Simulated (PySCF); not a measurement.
NMR data simulated for an unnamed compound:

¹H NMR (600 MHz, computed): δ 5.82 (q, 1H), 5.77 (m, 2H), 4.31 (s, 3H), 4.11 (d, 3H), 1.14 (m, 2H).

¹³C{¹H} NMR (computed): δ 173.0 (C), 127.7 (CH).

All values are calculated (PySCF 2.14.0 with density-fitted response routines): PBE0/pcSseg-1 with gauge-including orbitals, GFN2-xTB structure. One computed conformer, no solvent model, one averaged value for each set of equivalent atoms, no relativistic terms.

References, each an isolated molecule treated in the same way: ¹H, ¹³C against TMS.

**Question.** Which of these does the molecule contain: a non-aromatic C=C double bond, a three-membered ring, a ketone, an N-methyl group, a Si–H bond?

**Answer.** 
- A non-aromatic C=C double bond: yes.
- A three-membered ring: no.
- A ketone: no.
- An N-methyl group: no.
- A Si–H bond: yes (δH 4.11 (d)).

The data belong to SMILES P[SiH2]O/C(=C\[SiH3])[SiH3], C2H11OPSi3; they needn't prove each group on their own.

Carbon signals by region: 1 in the far downfield region (above 160 ppm), 1 in the sp2 and nitrile region (100–160 ppm). Above 160 ppm: 173.0, alkene carbon bearing oxygen.

Splittings by ³¹P in the carbon and heteronuclear signals aren't shown, as no couplings were computed. Shifts are as computed. Against solution values, carbons near 30 ppm lie about +3 ppm off and those near 130 ppm about +5 ppm. Of 1309 compounds with measured shifts, 239 miss one by over three times the rms of a fit or turn the order of signals round; such compounds aren't used in these exercises. No couplings were computed; multiplicities are counted from neighbouring protons, with m where these are inequivalent, close in shift, in a saturated or five-membered ring or joined by F or P, and br s for small geminal =CH2 splittings.
